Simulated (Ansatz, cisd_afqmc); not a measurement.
Species: C2H6B, charge 0, doublet. C2H6B (SMILES [CH2]BC, doublet).
B3LYP-D3(BJ)/def2-TZVP minimum from Ansatz (an electronic-structure program):
```
B
H 1 1.1977
C 1 1.5315 2 118.32
H 3 1.0856 1 123.37 2 0.00
H 3 1.0872 4 113.88 1 180.00
C 1 1.5639 2 118.86 3 180.00
H 6 1.0918 1 115.09 2 -180.00
H 6 1.0970 7 108.28 1 -123.61
H 6 1.0970 7 108.28 8 -112.77
```
Charge 0, spin multiplicity 2.

Total energies in cc-pVDZ, 17 correlated electrons, 3 frozen orbitals. Open shells are spin-unrestricted; no spin-orbit coupling. Correlated methods leave the cores frozen. No relativity. AFQMC is phaseless with a CISD trial state; ± is one standard error, without the phaseless bias. Outlying blocks are dropped, and bars are widened where a walk drifts. Over all cases where full CI ran beside it in this data, AFQMC minus full CI had a median of +0.1 mEh and passed +0.4 mEh in a tenth of the cases.

| method | program | energy (Eh) | minus CCSDT(Q) (mEh) |
|---|---|---|---|
| HF | Ansatz | -103.88320 | 403.73 |
| MP2 | Ansatz | -104.22645 | 60.49 |
| CCSD | Ansatz | -104.27546 | 11.47 |
| CCSD(T) | Ansatz | -104.28539 | 1.55 |
| CCSDT(Q) | Ansatz | -104.28693 | 0.00 |
| AFQMC/CISD | cisd_afqmc | -104.2871 ± 0.0004 | -0.2 ± 0.4 |

Rough core times of Ansatz's runs on a shared machine: CCSD(T) under 20 s, CCSDT(Q) 10 min.
